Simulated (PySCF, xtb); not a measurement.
CH4FNOSi2, SMILES C1O[SiH2][Si@@H](F)N=1.

Harmonic wavenumbers (cm⁻¹) from xtb 6.7.1 with GFN2-xTB at its own minimum, in rising order: 121, 149, 223, 353, 385, 413, 463, 534, 611, 637, 645, 679, 713, 766, 818, 861, 898, 1134, 1293, 1669, 2284, 2292, 2355, 2987.

**Question.** What does PySCF with r2SCAN-D4/def2-SVP give at its own minimum? (The exact figures need the calculation; the answer reports its results.)

**Answer.** 112, 159, 253, 351, 390, 429, 490, 649, 694, 704, 719, 732, 833, 866, 909, 935, 999, 1167, 1376, 1665, 2239, 2252, 2269, 3116. Paired by order, the mean absolute difference is 58 cm⁻¹ and the zero-point energies are 33.3 and 34.7 kcal/mol.
